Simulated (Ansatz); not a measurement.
The first iterations of a band of CH8FNOSi2 (14 atoms, charge 0, multiplicity 1).

Theory: RKS BHLYP/6-31G* (Ansatz 0.2.0).

| Property | Result |
| --- | --- |
| movable images | 9 |
| climbing image | yes |
| spring | 5.0 eV/Å² |
| optimiser | quadratic models (default) |
| start path | through a guess of the saddle point |
| force threshold | 0.05 eV/Å |
| iteration limit | 60 |
| end points | relaxed |

Image 0:

```xyz
14
Properties=species:S:1:pos:R:3
N -2.657 -0.512 -0.187
Si -1.250 0.446 -0.441
C 0.272 -0.432 0.245
F 0.252 -0.298 1.664
Si 1.970 0.231 -0.263
O 3.032 -0.247 0.903
H -3.450 -0.395 -0.790
H -2.950 -0.736 0.747
H -1.093 0.599 -1.902
H -1.269 1.789 0.180
H 0.208 -1.499 0.037
H 2.392 -0.338 -1.555
H 1.899 1.702 -0.379
H 2.630 -0.339 1.768
```

Image 10:

```xyz
14
Properties=species:S:1:pos:R:3
N -2.786 -0.255 -0.143
Si -1.264 0.462 -0.482
C 0.264 -0.438 0.182
F 0.212 -0.381 1.605
Si 1.969 0.266 -0.236
O 3.028 -0.342 0.873
H -3.084 -1.091 -0.610
H -3.180 -0.191 0.777
H -1.096 0.520 -1.950
H -1.262 1.806 0.120
H 0.231 -1.496 -0.083
H 2.408 -0.162 -1.576
H 1.901 1.741 -0.188
H 2.644 -0.468 1.741
```

| iteration | highest image above the first end (eV) | largest band force component (eV/Å) |
| --- | --- | --- |
| 1 | 1.035 | 5.182 |
| 2 | 0.264 | 1.711 |

Question: Does the band converge within its limit, and where does its top end?

Answer: The run converged. It ended after 7 iterations with the highest image 0.008 eV above the first end. A vibrational analysis at the climbing image gives one clearly imaginary mode, 154i cm⁻¹: a first-order saddle point.

Time of the run: 120 s on 2 threads of AMD EPYC 9R45 (Zen 5), on a shared host, peak memory 0.3 GiB.
